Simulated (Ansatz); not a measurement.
Species: C8H14Si, SMILES `CC1=CC=C(C)[Si]1(C)C` (charge 0, multiplicity 1).

Task: Give a relaxed geometry from B3LYP-D3(BJ)/def2-SVP (Ansatz, a quantum-chemistry and plane-wave program).

Result: the end point of this relaxation (outside a Z-matrix the atoms follow the SMILES, hydrogens last).
Bonds (Å): C1–C2 1.498, C1–H10 1.103, C1–H11 1.105, C1–H12 1.105, C2–C3 1.355, C2–Si7 1.890, C3–C4 1.483, C3–H13 1.098, C4–C5 1.355, C4–H14 1.098, C5–C6 1.498, C5–Si7 1.890, C6–H15 1.103, C6–H16 1.105, C6–H17 1.105, Si7–C8 1.886, Si7–C9 1.886, C8–H18 1.101, C8–H19 1.103, C8–H20 1.103, C9–H21 1.103, C9–H22 1.103, C9–H23 1.101. Angles (°): C2–C1–H10 112.1, C2–C1–H11 111.4, C2–C1–H12 111.4, H10–C1–H11 107.8, H10–C1–H12 107.8, H11–C1–H12 106.0, C1–C2–C3 125.3, C1–C2–Si7 129.0, C3–C2–Si7 105.7, C2–C3–C4 117.8, C2–C3–H13 122.8, C4–C3–H13 119.5, C3–C4–C5 117.8, C3–C4–H14 119.5, C5–C4–H14 122.8, C4–C5–C6 125.3, C4–C5–Si7 105.7, C6–C5–Si7 129.0, C5–C6–H15 112.1, C5–C6–H16 111.4, C5–C6–H17 111.4, H15–C6–H16 107.8, H15–C6–H17 107.8, H16–C6–H17 106.0, C2–Si7–C5 93.1, C2–Si7–C8 113.1, C2–Si7–C9 113.1, C5–Si7–C8 113.1, C5–Si7–C9 113.1, C8–Si7–C9 110.5, Si7–C8–H18 110.6, Si7–C8–H19 111.0, Si7–C8–H20 111.0, H18–C8–H19 108.2, H18–C8–H20 108.2, H19–C8–H20 107.8, Si7–C9–H21 111.0, Si7–C9–H22 111.0, Si7–C9–H23 110.6, H21–C9–H22 107.8, H21–C9–H23 108.2, H22–C9–H23 108.2.
